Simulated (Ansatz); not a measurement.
Stepwise substitution at one centre (B SiH3-SH). Gas-phase values, no solvent. One relaxed conformer stands for each flexible species; it need not be the lowest. Strings in code marks are SMILES.

Quantity: redistribution energy (mixed species minus the weighted end members), in kJ/mol.

Case: 2 of 3 SiH3 replaced by SH: `SB([SiH3])S` (S–B–S–H torsion 180°, S–B–S–H torsion 180°). The other species in the difference include `[SiH3]B([SiH3])[SiH3]` (neutral, multiplicity 1). Geometry of `SB(S)[SiH3]` (neutral, multiplicity 1, Å):

```xyz
9

Si     1.1085    -0.0876     0.2413
B     -0.8472     0.0799    -0.1854
S     -1.9745    -1.3143    -0.0167
S     -1.5830     1.6151    -0.7654
H      1.7433    -1.0876    -0.6546
H      1.2938    -0.5558     1.6384
H      1.8154     1.2078     0.0776
H     -1.0859    -2.2240     0.4167
H     -0.4702     2.3666    -0.7519
```

**Question.** What is the computed redistribution energy (mixed species minus the weighted end members) (frozen-core CCSD(T)/cc-pVTZ // B3LYP-D3(BJ)/def2-TZVP (Ansatz, an electronic-structure program))?

**Answer.** -21.61 kJ/mol.
